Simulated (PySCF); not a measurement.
Si(Me)(OH)3 (CH6O3Si), SMILES C[Si](O)(O)O. Atoms are numbered in the order given.

```xyz
11

C      0.0000     0.0000    -1.8449
Si     0.0000     0.0000     0.0070
O      1.2682     0.9144     0.5847
O      0.1578    -1.5555     0.5847
O     -1.4260     0.6411     0.5847
H      0.8518    -0.5796    -2.2339
H     -0.9278    -0.4479    -2.2339
H      0.0761     1.0275    -2.2339
H      1.8435     0.4623     1.2128
H     -0.5214    -1.8277     1.2128
H     -1.3221     1.3654     1.2128
```
Charge 0, spin multiplicity 1.

The structure is a stationary point at B3LYP-D3(BJ)/def2-SVP. A frequency run showed that this geometry is not a minimum. The values are those of a single conformer.

Level of theory: B3LYP-D3(BJ)/def2-SVP (PySCF).

Frequencies are harmonic and unscaled.

Modes within 1.5 cm⁻¹ of each other (mostly degenerate sets) share a row, with their intensities summed.

```csv
mode,ν (cm⁻¹),IR (km/mol),moving atoms (share of kinetic energy)
1–2,34i,132.6,"H 59 %, O 37 %"
3,140,0.6,H 98 %
4–5,240,23.9,"H 50 %, O 29 %, C 16 %"
6–8,303,217.7,"O 54 %, H 28 %, Si 16 %"
9,346,28.5,"O 41 %, H 26 %, Si 20 %, C 13 %"
10,677,10.8,"C 41 %, O 30 %, H 22 %"
11–12,764,140.0,"H 69 %, O 18 %, C 13 %"
13,771,71.2,"O 49 %, H 45 %"
14–15,817,256.9,"H 70 %, O 20 %, C 8 %"
16,903,110.8,"H 39 %, Si 39 %, O 19 %"
17–18,950,493.0,"Si 46 %, O 34 %, H 18 %"
19,1285,39.4,"H 76 %, C 23 %"
20–21,1430,4.7,H 96 %
22,3038,1.2,H 97 %
23–24,3131,10.7,"H 91 %, C 9 %"
25–26,3878,161.5,H 94 %
27,3880,110.8,H 94 %
```
